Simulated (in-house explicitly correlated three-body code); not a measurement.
Computed with an exponentially correlated three-body code. Model: two electrons around a point charge, non-relativistic, variational in 260 exponentially correlated functions (energies converged to about 1e-7 hartree, or 1e-8 relative for large Z).

Command:
```bash
python run_hyl.py task.json out
```
Settings (lengths in bohr, energies in hartree):
```
Z                      6
nuclear_mass           10
interaction_strength   1
functions              260
states_tried           13
```

Run time, properties included: 27 s on 1 thread of Intel(R) Xeon(R) Platinum 8375C CPU @ 2.90GHz (Ice Lake), on a shared host.

**Those bound S and P states to n = 4 that converged, binding against the one-electron ion.**

Given: nuclear charge 6; mass of the centre 10 electron masses.

Computed: one-electron threshold -16.3636364 hartree.

```csv
term,energy (hartree),binding (eV)
1 1S,-29.4496185,356.09
2 3P,-19.4883699,85.028
2 3S,-19.4763936,84.702
2 1S,-19.3122705,80.236
2 1P,-19.0518368,73.15
3 3S,-17.7053639,36.51
3 3P,-17.7001514,36.368
3 1S,?,?
3 1P,?,?
4 3S,-17.1079871,20.255
4 1S,-17.0901634,19.77
```

**Question.** What belongs in the row 3 1S?

**Answer.** energy (hartree): -17.6614639; binding (eV): 35.316.

**Question.** What belongs in the row 3 1P?

**Answer.** energy (hartree): -17.5882645; binding (eV): 33.324.

**Converged states only, values per electron or pair.**

```tsv
term	mean r (bohr)	mean r squared (bohr²)	mean inverse r (1/bohr)	mean r12 (bohr)	mean inverse r12 (1/bohr)	mean cosine	mean p1 dot p2 (bohr⁻²)	delta r1 (bohr⁻³)	delta r12 (bohr⁻³)
1 1S	0.29331	0.11571	5.1735	0.42642	3.1826	0.013231	-0.35466	46.233	4.8098
2 3P	0.63345	0.6443	3.345	1.0519	1.1634	-0.059359	-2.3042	25.404	-
2 3S	0.74412	0.90725	3.3245	1.2518	0.94085	0.010941	-0.10082	28.205	-
2 1S	0.77405	0.99587	3.3082	1.3028	1.0735	-0.00092652	-0.44237	28.007	0.79719
2 1P	?	?	?	?	?	?	?	?	?
3 3S	1.5375	4.5002	2.9887	2.8159	0.45409	0.0055298	-0.1124	26.505	-
3 3P	?	?	?	?	?	?	?	?	-
3 1S	1.5824	4.794	2.9843	2.9035	0.48897	0.0025012	-0.19443	26.463	0.2331
3 1P	1.5563	4.6892	2.9727	2.8486	0.49549	0.016502	0.20888	25.865	0.048331
4 3S	2.6583	14.345	2.8733	5.0503	0.26404	0.0034717	-0.078864	26.108	-
4 1S	2.7183	15.039	2.8715	5.1694	0.27805	0.0022481	-0.11089	26.094	0.097507
```

**Question.** What belongs in the row 2 1P?

**Answer.** mean r (bohr): 0.72514; mean r squared (bohr²): 0.87387; mean inverse r (1/bohr): 3.265; mean r12 (bohr): 1.195; mean inverse r12 (1/bohr): 1.076; mean cosine: 0.047636; mean p1 dot p2 (bohr⁻²): 0.97286; delta r1 (bohr⁻³): 26.062; delta r12 (bohr⁻³): 0.13211.

**Question.** What belongs in the row 3 3P?

**Answer.** mean r (bohr): 1.4367; mean r squared (bohr²): 3.9346; mean inverse r (1/bohr): 2.9922; mean r12 (bohr): 2.6185; mean inverse r12 (1/bohr): 0.50654; mean cosine: -0.009061; mean p1 dot p2 (bohr⁻²): -0.58472; delta r1 (bohr⁻³): 25.771.
